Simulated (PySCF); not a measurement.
Compound: C4H7FO2.
SMILES: `C=COCOCF`

Torsions of this conformer, `[CH2:1]=[CH:2][O:3][CH2:4][O:5][CH2:6][F:7]`: C1–C2–O3–C4 -172°, C2–O3–C4–O5 68°, O3–C4–O5–C6 68°, C4–O5–C6–F7 73°.

The closed-shell ground state was solved at several levels (PySCF, density fitting, gas phase, non-relativistic). Geometry: GFN2-xTB, one conformer, isolated molecule.

```tsv
level	basis functions	total energy (Eh)	HOMO (eV)	LUMO (eV)	gap (eV)	dipole (D)
CAM-B3LYP/def2-SVPD	205	-406.4510	-8.51	1.25	9.76	1.39
PBE0/pcSseg-1	154	-406.4012	-7.07	0.48	7.55	1.32
```

**Question.** What might B3LYP/pcJ-1 (259 basis functions) give for the same quantities?

**Answer.** Total energy -406.8993 Eh, HOMO -6.83 eV, LUMO 0.23 eV, gap 7.06 eV, dipole 1.33 D.

**Question.** Over all these levels, which gives the widest orbital gap and which the narrowest?

**Answer.** CAM-B3LYP/def2-SVPD (range-separated hybrid) has the widest, 9.76 eV, and B3LYP/pcJ-1 (global hybrid, 20 % exact exchange) the narrowest, 7.06 eV. Functional and basis both differ between the two, so the spread mixes both effects.

**Question.** How far do the dipole and the HOMO energy spread over the levels?

**Answer.** The dipole runs from 1.32 to 1.39 D (mean 1.35 D) and the HOMO from -8.51 to -6.83 eV.
